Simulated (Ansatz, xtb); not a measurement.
Two isomers of C6H8FN

We compare X, `CC(C)=C(F)CC#N`, a singlet, with Y, `F/C=C/C1=NCCC1`, a singlet. Both are isolated molecules in the gas phase, relaxed with r2SCAN-D4/def2-SVP; the shapes shown needn't be the lowest conformers.

X (Å):

| atom | x (Å) | y (Å) | z (Å) |
| --- | --- | --- | --- |
| C | -2.9248 | 1.4349 | -0.8447 |
| C | -1.6615 | 0.6262 | -0.7880 |
| C | -0.8396 | 0.6047 | -2.0428 |
| C | -1.3247 | -0.0339 | 0.3319 |
| C | -0.1151 | -0.8735 | 0.6205 |
| C | -0.4482 | -2.2776 | 0.8659 |
| F | -2.1320 | 0.0118 | 1.4161 |
| N | -0.7152 | -3.3929 | 1.0536 |
| H | -3.4696 | 1.4213 | 0.1071 |
| H | -3.5922 | 1.0485 | -1.6346 |
| H | -2.7000 | 2.4831 | -1.1076 |
| H | -1.4388 | 0.2105 | -2.8817 |
| H | 0.0713 | -0.0044 | -1.9726 |
| H | -0.5421 | 1.6293 | -2.3262 |
| H | 0.6102 | -0.8198 | -0.2037 |
| H | 0.3893 | -0.4808 | 1.5225 |

Y (Å):

| atom | x (Å) | y (Å) | z (Å) |
| --- | --- | --- | --- |
| C | 0.3325 | 2.5329 | -1.0521 |
| C | 0.3773 | 1.2301 | -0.7380 |
| C | -0.7246 | 0.5304 | -0.0999 |
| C | -1.8528 | -1.1290 | 0.8847 |
| C | -2.9054 | -0.0324 | 0.6138 |
| C | -2.0382 | 1.1923 | 0.2924 |
| F | 1.3609 | 3.1529 | -1.6291 |
| N | -0.6247 | -0.7133 | 0.2198 |
| H | -0.5142 | 3.2048 | -0.8739 |
| H | 1.2789 | 0.6500 | -0.9558 |
| H | -1.6377 | -1.2424 | 1.9657 |
| H | -2.1592 | -2.1276 | 0.5305 |
| H | -3.5987 | 0.1275 | 1.4529 |
| H | -3.5092 | -0.3041 | -0.2676 |
| H | -2.4543 | 1.8357 | -0.4997 |
| H | -1.8709 | 1.8383 | 1.1753 |

Which of the two would you expect CCSD(T)/def2-SVP + ΔMP2/def2-TZVPP electronic energies to favour?

Structure X; the calculation gives E(Y) − E(X) = +14.5 kJ/mol.

Level by level:

```tsv
level	geometry	E(Y) − E(X) (kJ/mol)	departure from the last row (kJ/mol)	job, with rough time for the two
r2SCAN-D4/def2-SVP	r2SCAN-D4/def2-SVP	−8.3	−22.9	optimisation, 1.9 min
HF/def2-SVP	r2SCAN-D4/def2-SVP	+26.8	+12.2	part of the CCSD(T) run
MP2/def2-SVP	r2SCAN-D4/def2-SVP	+31.1	+16.5	part of the CCSD(T) run
CCSD(T)/def2-SVP	r2SCAN-D4/def2-SVP	+23.6	+9.1	single point
CCSD(T)/def2-SVP + ΔMP2/def2-TZVPP	r2SCAN-D4/def2-SVP	+14.5		single point, 2.1 min
```

As drawn, Y has 1 C=N, 1 C–N in place of 1 C≡N. Structure X has no ring, Y a 5-membered ring.

r2SCAN-D4/def2-SVP puts the two in the other order. The largest departure from CCSD(T)/def2-SVP + ΔMP2/def2-TZVPP is that of r2SCAN-D4/def2-SVP, 22.9 kJ/mol. A small imaginary or near-zero mode remains, so no thermal terms are given. Levels run at GFN2-xTB geometries aren't shown. The last row adds to CCSD(T) the change of the MP2 difference between the two basis sets, here −9.1 kJ/mol.

The correlated steps freeze 8 core orbitals. Programs: Ansatz 0.2.0, xtb 6.7.1; the last row on 4 threads of Arm Neoverse V1 on a shared host.
